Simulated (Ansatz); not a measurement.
Consider the ligand exchange at the Si–C bond: `O[SiH](O)C[SiH](F)F` + `N[SiH](O)Cl` → `O[SiH](O)N[SiH](O)Cl` + `C[SiH](F)F`.

Gas-phase electronic energies from Ansatz, PBE0-D4/def2-TZVP geometries. CCSD(T)/CBS adds triple-zeta CCSD(T) − MP2 to the extrapolated MP2 energy (def2 sets, frozen cores). Functionals use def2-TZVPP. Each species was taken in one conformer, which may not be the lowest.

CCSD(T)/CBS gives -69.9 kJ/mol.

Question: Another level gave -67.6 kJ/mol. Which?
A. PBE-D4/def2-TZVPP
B. ωB97M-V/def2-TZVPP
C. B2PLYP/def2-TZVPP
D. HF/def2-TZVPP

Answer: B. ωB97M-V -67.6, B2PLYP -72.1, PBE-D4 -62.4, HF/def2-TZVPP -79.8 kJ/mol.

Largest T1 diagnostic among the species: 0.012.

In def2-TZVPP, CCSD(T) changes the Hartree–Fock value by +8.6 kJ/mol (the triples alone add +1.0 kJ/mol) and MP2 by +8.1 kJ/mol. From PBE to PBE0 (25 % exact exchange), in def2-TZVPP and without D4, ΔE moves by −3.1 kJ/mol.
